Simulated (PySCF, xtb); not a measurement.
Si(Cl)2(Me)(SH) (CH4Cl2SSi), SMILES C[Si](S)(Cl)Cl.

GFN2-xTB (xtb) at its own geometry gives an orbital gap of 5.08 eV and a dipole moment of 2.72 D.

Geometry optimised at PBE-D3(BJ)/def2-SVP. One conformer was computed; it need not be the lowest.

Task: What does PBE/def2-TZVP (PySCF) give? (An estimate is asked for; the answer gives what the named calculation found.)

Result: gap 5.55 eV (levels -6.62 and -1.07 eV), dipole 2.32 D.
